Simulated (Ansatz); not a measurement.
Computed with PBE0-D3(BJ)/def2-TZVP (Ansatz, a quantum-chemistry and plane-wave program). No frequencies were computed at this level.

Ansatz 0.2 input:
```yaml
crystal:
  periodic: [false, false, false]
  atoms:
    - { symbol: C, position_ang: [-1.377832, -0.123151, -0.061391] }
    - { symbol: C, position_ang: [-0.087886, -0.136626, 0.046372] }
    - { symbol: C, position_ang: [1.197647, -0.122484, 0.142302] }
    - { symbol: I, position_ang: [2.350152, 1.574232, -0.421996] }
    - { symbol: H, position_ang: [-1.873815, -0.458694, -0.957976] }
    - { symbol: H, position_ang: [-2.009471, 0.202077, 0.749589] }
    - { symbol: H, position_ang: [1.801206, -0.935355, 0.5031] }
basis:
  gaussian: { orbitals: def2-tzvp }
hamiltonian:
  xc: pbe0
  dispersion: d3bj
relax:
  max_steps: 150
```

Output:

```
Functional definition: PBE0
1090 factors; their error is unknown
mean field evaluation 1: about -11247.9448 eV, gradient 5.6e1 eV
mean field evaluation 2: about -11237.6533 eV, gradient 7.9e1 eV
mean field evaluation 4: about -11256.1583 eV, gradient 8.2e0 eV
mean field evaluation 8: about -11256.3084 eV, gradient 2.7e-1 eV
mean field evaluation 16: about -11256.5875 eV, gradient 4.9e-3 eV
mean field -11256.58747364 eV, -413.6719596673 hartree, gradient 3.2e-5 eV, S^2 0.000000; 0 other end points of the search recorded, 0 dependent functions left out
reference -11256.58750006 eV, -413.6719606381 hartree; 23, 23 occupied and 138, 138 virtual orbitals, 1090 factors
relax step   1: F+E_penalty+E_count = -11256.72233052 eV  Δ(F+E_penalty+E_count) = +0.000e0 eV  max|allowed force component| = 4.934e-1 eV/Å  Δτ_max = 0.0000 Å  (32 SCF iters, accepted)
these checks for a lower state are left out or cut short: starts, cluster_reference, orbital_swaps, neighbouring_geometries, increment
1090 factors; their error is unknown
mean field -11256.57104467 eV, -413.6713559139 hartree, gradient 1.4e-5 eV, S^2 0.000000; 0 other end points of the search recorded, 0 dependent functions left out
reference -11256.57107124 eV, -413.6713568903 hartree; 23, 23 occupied and 138, 138 virtual orbitals, 1090 factors
relax step   2: F+E_penalty+E_count = -11256.70647540 eV  Δ(F+E_penalty+E_count) = +1.586e-2 eV  max|allowed force component| = 5.871e-1 eV/Å  Δτ_max = 0.0612 Å  (33 SCF iters, rejected (line search))
these checks for a lower state are left out or cut short: starts, cluster_reference, orbital_swaps, neighbouring_geometries, increment
1090 factors; their error is unknown
mean field evaluation 32: about -11256.5984 eV, gradient 5.0e-4 eV
mean field -11256.59840869 eV, -413.6723615230 hartree, gradient 6.8e-6 eV, S^2 0.000000; 0 other end points of the search recorded, 0 dependent functions left out
reference -11256.59843513 eV, -413.6723624944 hartree; 23, 23 occupied and 138, 138 virtual orbitals, 1090 factors
relax step   3: F+E_penalty+E_count = -11256.73374886 eV  Δ(F+E_penalty+E_count) = -1.142e-2 eV  max|allowed force component| = 1.356e-1 eV/Å  Δτ_max = 0.0302 Å  (34 SCF iters, accepted)
these checks for a lower state are left out or cut short: starts, cluster_reference, orbital_swaps, neighbouring_geometries, increment
1090 factors; their error is unknown
mean field -11256.60038262 eV, -413.6724340633 hartree, gradient 7.6e-6 eV, S^2 0.000000; 0 other end points of the search recorded, 0 dependent functions left out
reference -11256.60040902 eV, -413.6724350337 hartree; 23, 23 occupied and 138, 138 virtual orbitals, 1090 factors
relax step   4: F+E_penalty+E_count = -11256.73556132 eV  Δ(F+E_penalty+E_count) = -1.812e-3 eV  max|allowed force component| = 8.117e-2 eV/Å  Δτ_max = 0.0270 Å  (34 SCF iters, accepted)
these checks for a lower state are left out or cut short: starts, cluster_reference, orbital_swaps, neighbouring_geometries, increment
1090 factors; their error is unknown
mean field -11256.58930640 eV, -413.6720270199 hartree, gradient 2.5e-5 eV, S^2 0.000000; 0 other end points of the search recorded, 0 dependent functions left out
reference -11256.58933285 eV, -413.6720279919 hartree; 23, 23 occupied and 138, 138 virtual orbitals, 1090 factors
relax step   5: F+E_penalty+E_count = -11256.72434264 eV  Δ(F+E_penalty+E_count) = +1.122e-2 eV  max|allowed force component| = 1.249e-1 eV/Å  Δτ_max = 0.0823 Å  (34 SCF iters, rejected (line search))
these checks for a lower state are left out or cut short: starts, cluster_reference, orbital_swaps, neighbouring_geometries, increment
1090 factors; their error is unknown
mean field -11256.60184958 eV, -413.6724879731 hartree, gradient 7.9e-6 eV, S^2 0.000000; 0 other end points of the search recorded, 0 dependent functions left out
reference -11256.60187597 eV, -413.6724889432 hartree; 23, 23 occupied and 138, 138 virtual orbitals, 1090 factors
relax step   6: F+E_penalty+E_count = -11256.73702397 eV  Δ(F+E_penalty+E_count) = -1.463e-3 eV  max|allowed force component| = 1.637e-2 eV/Å  Δτ_max = 0.0124 Å  (34 SCF iters, accepted)
these checks for a lower state are left out or cut short: starts, cluster_reference, orbital_swaps, neighbouring_geometries, increment
1090 factors; their error is unknown
mean field -11256.60198912 eV, -413.6724931013 hartree, gradient 7.7e-6 eV, S^2 0.000000; 0 other end points of the search recorded, 0 dependent functions left out
reference -11256.60201552 eV, -413.6724940714 hartree; 23, 23 occupied and 138, 138 virtual orbitals, 1090 factors
relax step   7: F+E_penalty+E_count = -11256.73709092 eV  Δ(F+E_penalty+E_count) = -6.694e-5 eV  max|allowed force component| = 1.390e-2 eV/Å  Δτ_max = 0.0046 Å  (35 SCF iters, accepted)
these checks for a lower state are left out or cut short: starts, cluster_reference, orbital_swaps, neighbouring_geometries, increment
1090 factors; their error is unknown
mean field evaluation 64: about -11256.3225 eV, gradient 8.0e-1 eV
mean field -11256.60201547 eV, -413.6724940697 hartree, gradient 7.7e-6 eV, S^2 0.000000; 0 other end points of the search recorded, 0 dependent functions left out
reference -11256.60204187 eV, -413.6724950399 hartree; 23, 23 occupied and 138, 138 virtual orbitals, 1090 factors
relax step   8: F+E_penalty+E_count = -11256.73709686 eV  Δ(F+E_penalty+E_count) = -5.948e-6 eV  max|allowed force component| = 3.629e-3 eV/Å  Δτ_max = 0.0013 Å  (35 SCF iters, accepted)
1090 factors; their error is unknown
mean field evaluation 96: about -11256.6020 eV, gradient 8.2e-5 eV
mean field -11256.60201547 eV, -413.6724940697 hartree, gradient 7.7e-6 eV, S^2 0.000000; 1 other end points of the search recorded, 0 dependent functions left out
reference -11256.60204187 eV, -413.6724950399 hartree; 23, 23 occupied and 138, 138 virtual orbitals, 1090 factors
Total energy: -11256.73712326 eV, -413.6774591894 hartree
Atom 0 at    -1.380342    -0.128515    -0.059623 Å, force    -0.000934     0.000119    -0.000073 eV/Å
Atom 1 at    -0.084081    -0.119275     0.039380 Å, force     0.003629     0.000173     0.000238 eV/Å
Atom 2 at     1.205019    -0.106505     0.136503 Å, force    -0.001914    -0.000405    -0.000019 eV/Å
Atom 3 at     2.345034     1.556293    -0.415494 Å, force     0.000298    -0.000517     0.000190 eV/Å
Atom 4 at    -1.871181    -0.466712    -0.966571 Å, force     0.000259    -0.000208     0.000342 eV/Å
Atom 5 at    -2.007933     0.201077     0.762176 Å, force     0.000189    -0.000445    -0.000076 eV/Å
Atom 6 at     1.793485    -0.936364     0.503629 Å, force    -0.001528     0.001283    -0.000601 eV/Å
Dipole moment:    -0.234090    -0.177315     0.049968 e Å
```

Cost: around 70 core-seconds (rough).
